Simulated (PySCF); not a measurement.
**CuS₂⁻ at several levels of theory**

All levels use the PBE0 minimum (triplet; Cu–S 2.113 Å (×2); S–Cu–S 180.0°), basis [Cu def2-SVPD, S def2-SVPD], no relativity, density fitting, no spin–orbit coupling, PySCF. For vertical energies the ionised species is a quartet (spins chosen at PBE0 and kept). Open shells are unrestricted, also as the reference of the correlated levels. A dash marks a value that was not computed or is not defined at that level.

Coordinates in bohr (charge -1 multiplicity 3):
```
Cu    0.0000    0.0000    0.0000
S     0.0000    0.0000    3.9929
S     0.0000    0.0000   -3.9929
```

| level | vertical detachment energy (eV) | −ε(HOMO) (eV) |
| --- | --- | --- |
| PBE0 | 3.49 | 1.84 |
| HF | 2.06 | 4.33 |
| MP2 | ? | – |
| PBE | ? | ? |

(1) Fill in the row of MP2.

(2) Fill in the row of PBE.

Results:

(1) vertical detachment energy (eV) 5.36.

(2) vertical detachment energy (eV) 3.74, −ε(HOMO) (eV) 1.15.

Open d and f shells are described by one determinant, and the ground state may have another occupation or spin. The lowest empty level of this anion is unbound, so it and the gap depend on the basis.
